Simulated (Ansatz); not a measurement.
Gas-phase reaction in SMILES: CNB(O)O -> [CH2]NB(O)O + H atom (the C-H bond breaks)

Property: bond dissociation energy (enthalpy at 298 K), in kcal/mol. Conventions: six Cartesian d functions in 6-31G* and its kin unless marked 5d; 6-311+G** with 5d; non-relativistic; LANL2DZ all-electron up to Ne; spin-orbit terms left out; open shells spin-unrestricted; valence correlation only. Basis-set limits of correlation are two-point, X^-3; Hartree-Fock from the larger set. Ab initio and DFT rows: single points at B3LYP-D3(BJ) geometries (Ansatz, a program for electronic structure), with unscaled harmonic terms from B3LYP/6-31G* (Ansatz) at its own minima.

Coupled cluster (Ansatz) is a level with limits of its own, used here on species with T1 under 0.025 (0.045 for open shells) and stable references: CCSD(T)/CBS(cc-pVTZ,cc-pVQZ).

Value to compare with, CCSD(T)/CBS(cc-pVTZ,cc-pVQZ) (Ansatz): 89.5 kcal/mol.

```csv
level,program,bond dissociation energy (enthalpy at 298 K) (kcal/mol),difference
HF/STO-3G,Ansatz,93.9,4.4
HF/3-21G,Ansatz,64.7,-24.8
HF/LANL2DZ,Ansatz,63.7,-25.8
HF/6-31G*,Ansatz,66.5,-23.0
HF/6-311+G**,Ansatz,65.6,-23.9
```

Among the 5 habitual levels, HF/LANL2DZ lies farthest from CCSD(T)/CBS(cc-pVTZ,cc-pVQZ) (Ansatz) (-25.8 kcal/mol) and HF/STO-3G nearest (4.4); 1 of 5 lie above it, and their mean absolute difference is 20.4 kcal/mol, the median 23.9. One case shows no general order.

The sets are all those run for this method; left out are runs that failed, that the program found above a lower state of the same kind, or whose <S^2> lies over 0.5 above the pure value.
